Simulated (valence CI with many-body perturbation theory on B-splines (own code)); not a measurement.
Forbidden lines of Tm29+

Computed by relativistic CI+MBPT: four valence electrons over a frozen Dirac-Fock core [Kr], radial functions for each j: 9 s, 9 p, 10 d, 8 f, 5 g, 3 h, 1 i, with the one-electron correlation potential Σ1, the two-electron term Σ2, the three-electron term Σ3, Breit, model QED; selected CI, second order for the rest (own B-spline code, finite nucleus).

The last digits are not significant, and no measured levels were compared; by estimate large intervals hold to a few tenths of a per cent, small ones and those within an open d or f shell to about a per cent. Only levels of the ground parity were solved; by the run's estimate the other parity begins above the list, which can be wrong where configurations are misplaced.

Lines 1 to 50 of 120 in falling wavelength, among levels below 65.562 eV, chosen from the decays that carry over 1 % of a level's rate. Wavelengths and rates use the calculated energies. Electric multipoles are in the length gauge, E1 and E2 with the static RPA response of the core. S is in atomic units (e²a₀⁴ for E2 and M2, e²a₀⁶ for E3), for M1 in squared Bohr magnetons. Weak lines are less certain than strong ones. Lines between different terms over intervals too small for the method are left out, as are lines whose strength nearly cancels. The highest levels of a list are the least certain.

Levels are named by their leading jj configuration (3d3/2^4 stands for four electrons in 3d with j = 3/2), which in mixed levels can hold well under half, so a name can repeat and another be missing. Letters in brackets count levels of one name in rising energy.

| λ vac (Å) | Upper | Lower | Type | A (s⁻¹) | S (a.u.) |
| --- | --- | --- | --- | --- | --- |
| 34590 | (4d3/2^3 4d5/2) J=4 | (4d3/2^3 4d5/2) J=2 | E2 | 1.57e-08 | 6.26e-03 |
| 11660 | (4d3/2^3 4d5/2) J=3 | (4d3/2^3 4d5/2) J=4 | M1 | 7.23e+00 | 2.97e+00 |
| 10480 | (4d3/2^2 4d5/2^2) J=6 | (4d3/2^2 4d5/2^2) J=5 | M1 | 7.16e+00 | 3.97e+00 |
| 8719 | (4d3/2^3 4d5/2) J=3 | (4d3/2^3 4d5/2) J=2 | M1 | 3.06e+01 | 5.26e+00 |
| 5964 | (4d3/2^2 4d5/2^2) J=2 [b] | (4d3/2^2 4d5/2^2) J=1 | M1 | 4.53e+01 | 1.78e+00 |
| 3091 | (4d3/2^3 4d5/2) J=2 | (4d3/2^3 4d5/2) J=1 | M1 | 9.08e+02 | 4.97e+00 |
| 3034 | (4d3/2^2 4d5/2^2) J=1 | (4d3/2^2 4d5/2^2) J=0 [a] | M1 | 4.84e+02 | 1.50e+00 |
| 2929 | (4d3/2^2 4d5/2^2) J=4 [b] | (4d3/2^2 4d5/2^2) J=3 [a] | M1 | 3.33e+02 | 2.79e+00 |
| 2615 | (4d3/2^2 4d5/2^2) J=2 [d] | (4d3/2^2 4d5/2^2) J=2 [c] | M1 | 3.56e+02 | 1.18e+00 |
| 2560 | (4d3/2^2 4d5/2^2) J=4 [b] | (4d3/2^2 4d5/2^2) J=4 [a] | M1 | 6.02e+01 | 3.37e-01 |
| 2442 | (4d3/2 4d5/2^3) J=3 [c] | (4d3/2 4d5/2^3) J=2 [a] | M1 | 5.42e+02 | 2.05e+00 |
| 2439 | (4d3/2^2 4d5/2^2) J=4 [c] | (4d3/2^2 4d5/2^2) J=3 [b] | M1 | 2.32e+02 | 1.12e+00 |
| 2417 | (4d3/2^2 4d5/2^2) J=2 [b] | (4d3/2^2 4d5/2^2) J=2 [a] | M1 | 4.55e+02 | 1.19e+00 |
| 2335 | (4d3/2 4d5/2^3) J=3 [b] | (4d3/2 4d5/2^3) J=3 [a] | M1 | 3.80e+02 | 1.26e+00 |
| 2020 | (4d3/2 4d5/2^3) J=1 [b] | (4d3/2 4d5/2^3) J=0 | M1 | 7.02e+02 | 6.43e-01 |
| 1842 | (4d3/2 4d5/2^3) J=2 [b] | (4d3/2 4d5/2^3) J=2 [a] | M1 | 7.43e+02 | 8.60e-01 |
| 1598 | (4d3/2^2 4d5/2^2) J=4 [a] | (4d3/2^3 4d5/2) J=3 | M1 | 1.39e+03 | 1.89e+00 |
| 1597 | (4d3/2^2 4d5/2^2) J=4 [c] | (4d3/2^2 4d5/2^2) J=5 | M1 | 4.47e+02 | 6.08e-01 |
| 1593 | (4d3/2^2 4d5/2^2) J=0 [b] | (4d3/2 4d5/2^3) J=1 [a] | M1 | 1.25e+03 | 1.87e-01 |
| 1518 | (4d3/2 4d5/2^3) J=3 [a] | (4d3/2^2 4d5/2^2) J=4 [b] | M1 | 1.03e+03 | 9.35e-01 |
| 1510 | (4d3/2 4d5/2^3) J=1 [b] | (4d3/2 4d5/2^3) J=1 [a] | M1 | 5.31e+02 | 2.03e-01 |
| 1481 | (4d3/2^2 4d5/2^2) J=3 [a] | (4d3/2^3 4d5/2) J=3 | M1 | 6.77e+03 | 5.71e+00 |
| 1476 | (4d3/2 4d5/2^3) J=2 [a] | (4d3/2^2 4d5/2^2) J=2 [c] | M1 | 1.77e+03 | 1.06e+00 |
| 1419 | (4d3/2 4d5/2^3) J=3 [c] | (4d3/2^2 4d5/2^2) J=2 [d] | M1 | 6.44e+02 | 4.78e-01 |
| 1411 | (4d3/2 4d5/2^3) J=1 [b] | (4d3/2^2 4d5/2^2) J=2 [d] | M1 | 4.61e+03 | 1.44e+00 |
| 1405 | (4d3/2^2 4d5/2^2) J=4 [a] | (4d3/2^3 4d5/2) J=4 | M1 | 9.82e+03 | 9.09e+00 |
| 1399 | (4d3/2^2 4d5/2^2) J=2 [d] | (4d3/2^2 4d5/2^2) J=2 [b] | M1 | 8.03e+02 | 4.07e-01 |
| 1385 | (4d3/2^3 4d5/2) J=1 | (4d3/2^4) J=0 | M1 | 1.06e+04 | 3.14e+00 |
| 1382 | (4d3/2 4d5/2^3) J=3 [b] | (4d3/2^2 4d5/2^2) J=2 [c] | M1 | 3.27e+02 | 2.24e-01 |
| 1353 | (4d3/2^2 4d5/2^2) J=2 [d] | (4d3/2^2 4d5/2^2) J=3 [b] | M1 | 4.86e+02 | 2.23e-01 |
| 1340 | (4d3/2^2 4d5/2^2) J=2 [c] | (4d3/2^2 4d5/2^2) J=2 [a] | M1 | 9.68e+02 | 4.32e-01 |
| 1337 | (4d3/2^2 4d5/2^2) J=2 [a] | (4d3/2^3 4d5/2) J=2 | M1 | 4.47e+03 | 1.98e+00 |
| 1319 | (4d3/2^2 4d5/2^2) J=4 [c] | (4d3/2^2 4d5/2^2) J=3 [a] | M1 | 6.55e+02 | 5.02e-01 |
| 1319 | (4d3/2 4d5/2^3) J=3 [c] | (4d3/2 4d5/2^3) J=4 [a] | M1 | 1.99e+03 | 1.19e+00 |
| 1314 | (4d3/2 4d5/2^3) J=1 [a] | (4d3/2^2 4d5/2^2) J=2 [b] | M1 | 1.98e+03 | 4.99e-01 |
| 1266 | (4d3/2^2 4d5/2^2) J=3 [a] | (4d3/2^3 4d5/2) J=2 | M1 | 5.44e+03 | 2.86e+00 |
| 1263 | (4d3/2 4d5/2^3) J=2 [b] | (4d3/2 4d5/2^3) J=1 [a] | M1 | 9.07e+02 | 3.39e-01 |
| 1240 | (4d3/2 4d5/2^3) J=5 | (4d3/2^2 4d5/2^2) J=4 [b] | M1 | 5.95e+03 | 4.63e+00 |
| 1239 | (4d3/2^2 4d5/2^2) J=4 [c] | (4d3/2^2 4d5/2^2) J=4 [a] | M1 | 6.69e+03 | 4.24e+00 |
| 1193 | (4d3/2 4d5/2^3) J=2 [b] | (4d3/2^2 4d5/2^2) J=2 [d] | M1 | 7.33e+02 | 2.31e-01 |
| 1120 | (4d3/2^2 4d5/2^2) J=5 | (4d3/2^3 4d5/2) J=4 | M1 | 6.46e+03 | 3.70e+00 |
| 1109 | (4d3/2 4d5/2^3) J=4 [a] | (4d3/2^2 4d5/2^2) J=5 | M1 | 1.18e+03 | 5.39e-01 |
| 1086 | (4d3/2 4d5/2^3) J=5 | (4d3/2^2 4d5/2^2) J=6 | M1 | 3.41e+03 | 1.78e+00 |
| 1081 | (4d3/2 4d5/2^3) J=2 [b] | (4d3/2 4d5/2^3) J=3 [a] | M1 | 2.25e+03 | 5.27e-01 |
| 1077 | (4d3/2 4d5/2^3) J=1 [a] | (4d3/2^2 4d5/2^2) J=1 | M1 | 8.82e+03 | 1.22e+00 |
| 1039 | (4d3/2 4d5/2^3) J=6 | (4d3/2^2 4d5/2^2) J=6 | M1 | 6.99e+03 | 3.78e+00 |
| 1012 | (4d3/2^2 4d5/2^2) J=0 [a] | (4d3/2^3 4d5/2) J=1 | M1 | 3.86e+04 | 1.49e+00 |
| 1012 | (4d3/2^2 4d5/2^2) J=6 | (4d3/2^3 4d5/2) J=4 | E2 | 7.30e-01 | 8.99e-03 |
| 1006 | (4d3/2^2 4d5/2^2) J=1 | (4d3/2^3 4d5/2) J=2 | M1 | 1.61e+04 | 1.82e+00 |
| 999.8 | (4d3/2 4d5/2^3) J=3 [a] | (4d3/2^2 4d5/2^2) J=3 [a] | M1 | 1.38e+04 | 3.58e+00 |
